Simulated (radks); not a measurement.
Valence configurations of the argon ion Ar2+ (all share [Ne]). Method: scalar-relativistic Kohn-Sham, PBE, spin-polarised, spherical densities, point nucleus; open shells are filled with parallel spins first; computed with a radial shooting solver on a logarithmic mesh with Libxc functionals. Energies are relative to 3s2 3p4; eigenvalues in eV for spin up.

valence,E (eV),moment (Bohr magnetons),e(3p),e(3s)
3s2 3p4,0.000,2,-36.468,-51.661
3s1 3p5,15.050,2,-37.057,-52.342
3p6,31.596,0,-36.459,-
3s1.5 3p4.5,7.525,2,-36.763,-52.002

NIST lists [Ne] 3s2 3p4 as the ground configuration; this level of theory agrees among the configurations tried. The energies are those of spherical high-spin densities, not of single terms.
